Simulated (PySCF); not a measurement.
Work out the structure from these simulated measurements.

Elements present: C, H and Si. Monoisotopic mass: 118.0634 u.

| Quantity | Value |
| --- | --- |
| Polarisability | 107.6 au [PBE0/def2-SVPD] |
| UV, first state | lowest singlet excitation: 6.75 eV (184 nm, f = 0.036) [TDDFT PBE0/def2-SVPD] |
| 13C NMR | chemical shifts (computed TMS as zero) by class: 23.8 (2 C), 14.7 (1 C), -10.0 (1 C) ppm [GIAO PBE0/pcSseg-1] |
| NMR, other nuclei | isotropic shieldings of nuclei other than C and H, by class: 409 (1 Si), 432 (1 Si) ppm [GIAO PBE0/pcSseg-1] |
| Rotational structure | rotational constants A, B, C: 3.595, 1.087, 1.011 GHz [GFN2-xTB] |
| UV, strongest line | among the 6 lowest singlet transitions: S6 at 7.78 eV (159 nm, f = 0.337) [TDDFT PBE0/def2-SVPD] |
| 1H NMR | chemical shifts (computed TMS as zero) by class: 3.93 (2 H), 3.69 (2 H), 1.19 (6 H), 1.05 (1 H), 0.19 (3 H) ppm [GIAO PBE0/pcSseg-1] |

The electronic properties come from PySCF, for the isolated species, density fitting. Levels stand in brackets. Isolated species at its GFN2-xTB geometry (one conformer only). NMR classes are plain means over equivalent atoms (diastereotopic ones count apart unless rotation or inversion swaps them), as if these changed places fast.

Problem. Which formula fits the mass and the elements?

Solution. C4H14Si2 (calculated 118.0634). No other formula that holds each of these elements comes within 0.0003 u with a fitting electron parity and a possible valence count.

Problem. Give a SMILES that accounts for the data.

Solution. Numbering: `[CH3:1][SiH2:2][SiH2:3][CH:4]([CH3:5])[CH3:6]`. Its formula, C4H14Si2, gives 0 degrees of unsaturation, so no ring and no π bond. 4 carbons fall into 3 classes; from least to most shielded: methyl carbon [C5/C6] (23.8 ppm, 2 C), sp3 carbon bound to silicon [C4] (14.7 ppm), Si-methyl carbon [C1] (-10.0 ppm). Hydrogen classes from least to most shielded: 2 H on an SiH2 silicon, Si2 (3.93 ppm), 2 H on an SiH2 silicon, Si3 (3.69 ppm), 6 H on 2 methyl carbons, C5/C6 (1.19 ppm, a mean of values up to 0.6 ppm apart in this geometry), 1 H on an sp3 carbon bound to silicon, C4 (1.05 ppm), 3 H on an Si-methyl carbon, C1 (0.19 ppm). The other shieldings belong to: 409 ppm, SiH2 silicon [Si3]; 432 ppm, SiH2 silicon [Si2]. The optimised geometry has point group C1 and is an asymmetric top. Structure: `C[SiH2][SiH2]C(C)C`. Computed isomers that give other values at the same levels: `CC[Si@H](C)C[SiH3]` (13C chemical shifts (computed TMS as zero) by class: 12.3 (1 C), 10.7 (1 C), -3.7 (1 C), -11.2 (1 C) ppm); `CC(C)(C)[SiH2][SiH3]` (smallest rotational constant: 1.188 GHz; this holds for the one conformer computed); `CC(C)[SiH2]C[SiH3]` (13C chemical shifts (computed TMS as zero) by class: 20.5 (2 C), 16.4 (1 C), -18.3 (1 C) ppm). The assignments are read from this structure; whether some other isomer fits the data as well wasn't checked.

Conformer computed: `[CH3:1][SiH2:2][SiH2:3][CH:4]([CH3:5])[CH3:6]`: C1–Si2–Si3–C4 59°, Si2–Si3–C4–C5 180°.
